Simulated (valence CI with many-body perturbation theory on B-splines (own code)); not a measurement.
## Energy levels of Pr XXVII

Computed by valence CI with perturbative core correlation (CI+MBPT): five valence electrons over a frozen Dirac-Fock core [Ar] 3d10, a basis of 11 s, 11 p, 10 d, 8 f, 5 g, 2 h functions for each j, with the one-electron correlation potential Σ1, the two-electron term Σ2, the three-electron term Σ3, Breit, model QED; selected CI, second order for the rest, scaled by the run's own slope (own B-spline code, finite nucleus).

No measured spectrum was set against this ion. As an estimate, large intervals hold to a few tenths of a per cent, small ones and those within an open d or f shell to about a per cent. Among the levels kept, up to 2000 cm⁻¹ of a level comes from second order outside the variational space, and about a tenth of that is noise between levels of different J, which matters for small intervals.

Levels 136 to 166 of 166, with energies above the lowest level, 4s2 4p3 2P°_3/2 [a]. "Leading %" is the weight of the configuration and term that name the level; weights of strongly mixed levels are sums over their largest components and can fall short. In the jj column 3d3/2^4 stands for four electrons in 3d with j = 3/2. Lifetimes count E1, E2, E3, M1 and M2 decay at the calculated energies, and are blank where another channel may lead or the interval is too uncertain; long ones can be off by a factor of two.

```csv
No.,Configuration,Term,J,E (eV),Leading %,Leading jj,Second component,Lifetime
136,4s2 4p2 4f,4D°,3/2,260.42,19,4s^2 4p1/2 4p3/2 4f5/2 (33 %),14 % 4s2 4p2 4f 2P°,3.04 ps
137,4s2 4p2 4f,4D°,5/2,260.58,27,4s^2 4p1/2 4p3/2 4f7/2 (32 %),21 % 4s2 4p2 4f 2D°,2.33 ps
138,4s2 4p2 4f,2F°,5/2,262.01,16,4s^2 4p1/2 4p3/2 4f7/2 (33 %),14 % 4s2 4p2 4f 2D°,5.58 ps
139,4s 4p3 4d,2P°,1/2,262.31,27,4s 4p3/2^3 4d3/2 (25 %),22 % 4s2 4p 4d2 2P°,2.33 ps
140,4s 4p3 4d,2F°,7/2,262.47,35,4s 4p3/2^3 4d5/2 (56 %),24 % 4s 4p3 4d 4D°,3.11 ps
141,4s2 4p 4d2,2P°,1/2,262.92,47,4s^2 4p1/2 4d5/2^2 (48 %),15 % 4s2 4p2 4f 4D°,2.36 ps
142,4s 4p3 4d,2P°,3/2,263.44,29,4s 4p3/2^3 4d3/2 (41 %),25 % 4s 4p3 4d 2D°,2.10 ps
143,4s2 4p2 4f,2G°,9/2,263.50,42,4s^2 4p1/2 4p3/2 4f5/2 (37 %),30 % 4s2 4p 4d2 2H°,3.47 ps
144,4s2 4p2 4f,2F°,5/2,264.68,25,4s^2 4p1/2 4p3/2 4f7/2 (33 %),19 % 4s 4p3 4d 2D°,3.47 ps
145,4s 4p3 4d,2D°,5/2,265.58,42,4s 4p3/2^3 4d3/2 (29 %),10 % 4s 4p3 4d 2F°,1.54 ps
146,4s2 4p 4d2,4G°,11/2,266.80,81,4s^2 4p3/2 4d5/2^2 (77 %),13 % 4s2 4p2 4f 2H°,8.25 ps
147,4s2 4p 4d2,2G°,7/2,266.96,31,4s^2 4p1/2 4p3/2 4f7/2 (26 %),16 % 4s2 4p2 4f 2F°,1.75 ps
148,4s2 4p2 4f,2D°,3/2,267.38,36,4s^2 4p1/2 4p3/2 4f7/2 (44 %),12 % 4s2 4p 4d2 2P°,2.08 ps
149,4s 4p3 4d,2P°,1/2,269.14,39,4s 4p3/2^3 4d5/2 (53 %),19 % 4s2 4p 4d2 2P°,2.10 ps
150,4s2 4p 4d2,4G°,9/2,269.40,31,4s^2 4p3/2 4d3/2 4d5/2 (78 %),30 % 4s2 4p 4d2 4F°,1.84 ps
151,4s2 4p 4d2,2F°,7/2,269.67,32,4s^2 4p3/2 4d3/2 4d5/2 (64 %),19 % 4s2 4p 4d2 4F°,2.20 ps
152,4s2 4p 4d2,4D°,5/2,270.82,32,4s^2 4p3/2 4d3/2 4d5/2 (64 %),24 % 4s2 4p 4d2 4P°,3.10 ps
153,4s2 4p 4d2,2D°,3/2,271.76,27,4s^2 4p3/2 4d3/2 4d5/2 (34 %),12 % 4s2 4p 4d2 2P°,1.50 ps
154,4s2 4p 4d2,2H°,11/2,273.54,61,4s^2 4p3/2 4d3/2 4d5/2 (61 %),32 % 4s2 4p2 4f 4G°,2.80 ps
155,4s2 4p 4d2,4D°,7/2,273.57,34,4s^2 4p3/2 4d5/2^2 (36 %),14 % 4s2 4p 4d2 4F°,2.32 ps
156,4s2 4p 4d2,4D°,3/2,273.77,22,4s^2 4p3/2 4d3/2^2 (29 %),21 % 4s2 4p2 4f 2D°,1.25 ps
157,4s2 4p 4d2,4F°,5/2,273.83,22,4s^2 4p3/2 4d3/2 4d5/2 (31 %),19 % 4s2 4p 4d2 4D°,1.23 ps
158,4s2 4p 4d2,2S°,1/2,274.44,34,4s^2 4p3/2 4d3/2 4d5/2 (32 %),17 % 4s2 4p 4d2 4P°,1.44 ps
159,4s2 4p 4d2,4D°,7/2,274.49,54,4s^2 4p3/2 4d3/2 4d5/2 (28 %),10 % 4s2 4p 4d2 4F°,1.39 ps
160,4s2 4p 4d2,2F°,5/2,274.50,32,4s^2 4p3/2 4d5/2^2 (27 %),14 % 4s2 4p 4d2 4P°,2.23 ps
161,4s2 4p 4d2,2G°,9/2,274.64,30,4s^2 4p3/2 4d5/2^2 (34 %),26 % 4s2 4p2 4f 2H°,2.64 ps
162,4s2 4p 4d2,4D°,3/2,274.67,25,4s^2 4p3/2 4d3/2^2 (22 %),20 % 4s2 4p2 4f 2P°,1.61 ps
163,4s2 4p 4d2,4D°,1/2,275.28,40,4s^2 4p3/2 4d3/2 4d5/2 (46 %),20 % 4s2 4p2 4f 2P°,1.45 ps
164,4s2 4p 4d2,4P°,5/2,276.71,24,4s^2 4p3/2 4d3/2 4d5/2 (39 %),18 % 4s2 4p 4d2 4D°,2.20 ps
165,4s2 4p 4d2,4S°,3/2,277.69,37,4s^2 4p3/2 4d3/2^2 (35 %),20 % 4s2 4p 4d2 4P°,1.28 ps
166,4s2 4p 4d2,2F°,7/2,277.92,27,4s^2 4p3/2 4d5/2^2 (26 %),9 % 4s2 4p 4d2 2G°,3.40 ps
```

Names give the largest LS component (configuration and term), which can be under half, so a name can repeat, a term be missing and a line seem to break the LS rules; names also repeat where a configuration has a term twice.

Where two levels of one J and parity lie close, their mixing, g and order are uncertain.
